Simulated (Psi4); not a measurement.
Approach curve of the dimer CO ··· H3O+ (SMILES [C-]#[O+] and [OH3+]) (charge +1). Monomers: optimised at B3LYP-D3(BJ) (def2-TZVP), held rigid. Orientation: lowest of the rigid-body minima from ten starts at GFN2-xTB. Only R, the distance of the centres of mass, is varied, so the lowest point isn't the relaxed dimer.

Levels: PBE/def2-TZVP, counterpoise-corrected (Psi4); PBE-D3(BJ)/def2-TZVP, counterpoise-corrected (Psi4); PBE0/def2-TZVP, counterpoise-corrected (Psi4); CCSD(T)/aug-cc-pVDZ = DF-CCSD(T)/aug-cc-pVDZ, frozen core, counterpoise-corrected in Psi4.

Interaction energies in kcal/mol; the last columns give the difference from CCSD(T):

```csv
R / Å,PBE/def2-TZVP,PBE-D3(BJ)/def2-TZVP,PBE0/def2-TZVP,CCSD(T)/aug-cc-pVDZ,PBE/def2-TZVP − CCSD(T)/aug-cc-pVDZ,PBE-D3(BJ)/def2-TZVP − CCSD(T)/aug-cc-pVDZ,PBE0/def2-TZVP − CCSD(T)/aug-cc-pVDZ
3.13,-13.92,-14.63,-12.19,-9.23,-4.69,-5.40,-2.96
3.32,-16.95,-17.62,-15.32,-13.20,-3.75,-4.41,-2.12
3.50,-16.63,-17.23,-15.08,-13.54,-3.09,-3.69,-1.54
3.71,-14.68,-15.21,-13.25,-12.22,-2.46,-2.98,-1.02
4.03,-11.09,-11.50,-9.87,-9.44,-1.65,-2.06,-0.43
4.29,-8.57,-8.90,-7.54,-7.39,-1.18,-1.51,-0.14
4.80,-5.19,-5.39,-4.49,-4.57,-0.62,-0.82,0.08
5.55,-2.73,-2.82,-2.34,-2.48,-0.25,-0.34,0.14
6.49,-1.48,-1.51,-1.25,-1.35,-0.12,-0.15,0.10
7.85,-0.79,-0.80,-0.64,-0.70,-0.09,-0.09,0.06
```

PBE/def2-TZVP is furthest from CCSD(T)/aug-cc-pVDZ at 3.13 (-4.69 kcal/mol, below); its mean absolute difference over the points is 1.79 kcal/mol.

PBE-D3(BJ)/def2-TZVP is furthest from CCSD(T)/aug-cc-pVDZ at 3.13 (-5.40 kcal/mol, below); its mean absolute difference over the points is 2.15 kcal/mol.

PBE0/def2-TZVP is furthest from CCSD(T)/aug-cc-pVDZ at 3.13 (-2.96 kcal/mol, below); its mean absolute difference over the points is 0.86 kcal/mol.
